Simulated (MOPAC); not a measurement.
MOPAC input (PM3):

```
PM3 PRECISE GNORM=0.05 LET XYZ CHARGE=-1 GEO-OK AUX(PRECISION=9) THREADS=1
C3H10BSi

C     2.35252700 1   -0.61456600 1   -0.21027400 1
Si    0.88043700 1    0.63761200 1   -0.34942900 1
B    -0.85068200 1    0.02424500 1    0.18107900 1
C    -2.03370300 1    1.04320600 1    0.54905100 1
C    -1.31155700 1   -1.50583000 1    0.03190000 1
H     2.76154200 1   -0.68684300 1    0.80270800 1
H     3.17747400 1   -0.36257700 1   -0.88368400 1
H     1.99787900 1   -1.61072100 1   -0.49352500 1
H     1.35048900 1    1.90715100 1    0.32225700 1
H    -2.88420900 1    0.96612400 1   -0.14580700 1
H    -2.44032600 1    0.79688700 1    1.54176700 1
H    -1.72582000 1    2.09253500 1    0.57762100 1
H    -0.52051800 1   -2.18833900 1   -0.29305200 1
H    -1.67881100 1   -1.87608500 1    1.00115600 1
H    -2.15400500 1   -1.62279200 1   -0.66689200 1
```

From the output:

```
                                                       MOPAC v23.2.5 Linux

          FINAL HEAT OF FORMATION =        -46.24799 KCAL/MOL =    -193.50161 KJ/MOL

          COSMO AREA              =        144.52 SQUARE ANGSTROMS
          COSMO VOLUME            =        139.29 CUBIC ANGSTROMS

          GRADIENT NORM           =          0.03713          =       0.00959 PER ATOM
          IONIZATION POTENTIAL    =          2.427704 EV
          HOMO LUMO ENERGIES (EV) =         -2.428  5.481
          NO. OF FILLED LEVELS    =         15
          MOLECULAR WEIGHT        =         85.0075         POINT GROUP:  C1

          MOLECULAR DIMENSIONS (Angstroms)

            Atom       Atom       Distance
            H    11    H     7     6.00498
            H     9    H    15     4.48273
            H     6    H    10     3.12018

          SCF CALCULATIONS        =         62

   ATOM   CHEMICAL          X               Y               Z
  NUMBER   SYMBOL      (ANGSTROMS)     (ANGSTROMS)     (ANGSTROMS)

     1       C          2.24290982  *  -0.60778590  *  -0.23063934  *
     2      Si          0.77252347  *   0.56167934  *  -0.23815748  *
     3       B         -0.79019300  *   0.03358173  *   0.15944340  *
     4       C         -1.93381656  *   1.02527352  *   0.51505363  *
     5       C         -1.23418721  *  -1.45144755  *   0.03727412  *
     6       H          2.74992397  *  -0.64964462  *   0.73729312  *
     7       H          2.98464489  *  -0.29630818  *  -0.97234242  *
     8       H          1.93213894  *  -1.62690503  *  -0.48206193  *
     9       H          1.19278236  *   1.90170996  *   0.28603574  *
    10       H         -2.74918670  *   0.97990679  *  -0.22131253  *
    11       H         -2.38265537  *   0.79064619  *   1.49147493  *
    12       H         -1.61075906  *   2.07335309  *   0.56125089  *
    13       H         -0.41578759  *  -2.14019853  *  -0.21184867  *
    14       H         -1.68214132  *  -1.82055509  *   0.97147553  *
    15       H         -1.99720851  *  -1.57564482  *  -0.74482397  *

                             CARTESIAN COORDINATES

   1    C        2.242909820    -0.607785902    -0.230639340
   2   Si        0.772523473     0.561679340    -0.238157475
   3    B       -0.790193005     0.033581727     0.159443396
   4    C       -1.933816564     1.025273524     0.515053628
   5    C       -1.234187209    -1.451447552     0.037274119
   6    H        2.749923968    -0.649644620     0.737293125
   7    H        2.984644894    -0.296308181    -0.972342424
   8    H        1.932138935    -1.626905029    -0.482061926
   9    H        1.192782361     1.901709964     0.286035739
  10    H       -2.749186700     0.979906786    -0.221312525
  11    H       -2.382655366     0.790646187     1.491474934
  12    H       -1.610759065     2.073353087     0.561250891
  13    H       -0.415787592    -2.140198530    -0.211848669
  14    H       -1.682141322    -1.820555087     0.971475533
  15    H       -1.997208512    -1.575644821    -0.744823967

           Empirical Formula: C3 H10 Si B  =    15 atoms

      MOLECULAR POINT GROUP   :   C1

                  EIGENVALUES
 -28.22422 -24.90282 -23.06148 -12.98784 -10.40984 -10.26213 -10.06998  -9.34956
  -8.86250  -8.50031  -8.26513  -7.14122  -6.06299  -5.42531  -2.42770   5.48055
   6.29723   6.46690   7.25227   8.70409   8.81467   8.84324   8.90123   8.92877
   8.99797   9.11955   9.20420   9.32222   9.81028  10.62636

              NET ATOMIC CHARGES AND DIPOLE CONTRIBUTIONS

  ATOM NO.   TYPE          CHARGE      No. of ELECS.   s-Pop       p-Pop
    1          C          -0.205286        4.2053     1.14436     3.06092
    2         Si          -0.372160        4.3722     1.08532     3.28684
    3          B          -0.225874        3.2259     0.97148     2.25439
    4          C          -0.178057        4.1781     1.12035     3.05771
    5          C          -0.176029        4.1760     1.11979     3.05624
    6          H           0.017310        0.9827     0.98269
    7          H           0.030207        0.9698     0.96979
    8          H           0.037894        0.9621     0.96211
    9          H          -0.074853        1.0749     1.07485
   10          H           0.024158        0.9758     0.97584
   11          H           0.019522        0.9805     0.98048
   12          H           0.030026        0.9700     0.96997
   13          H           0.028677        0.9713     0.97132
   14          H           0.018830        0.9812     0.98117
   15          H           0.025634        0.9744     0.97437
 DIPOLE           X         Y         Z       TOTAL
 POINT-CHG.    -0.681    -1.259    -0.082     1.433
 HYBRID        -0.390    -0.842     1.898     2.113
 SUM           -1.070    -2.101     1.817     2.976

          ATOMIC ORBITAL ELECTRON POPULATIONS

     Atom    s        px        py        pz
    1  C   1.14436   1.03350   1.03445   0.99297
    2 Si   1.08532   0.91640   0.90882   1.46162
    3  B   0.97148   0.97013   0.82936   0.45491
    4  C   1.12035   1.04344   1.03882   0.97545
    5  C   1.11979   0.99290   1.09197   0.97137
    6  H   0.98269
    7  H   0.96979
    8  H   0.96211
    9  H   1.07485
   10  H   0.97584
   11  H   0.98048
   12  H   0.96997
   13  H   0.97132
   14  H   0.98117
   15  H   0.97437

 **********************
 *                    *
 * JOB ENDED NORMALLY *
 *                    *
 **********************

 == MOPAC DONE ==
```

The dipole moment of an ion depends on the origin.

The geometry given is a B3LYP-D3(BJ)/def2-TZVP minimum.
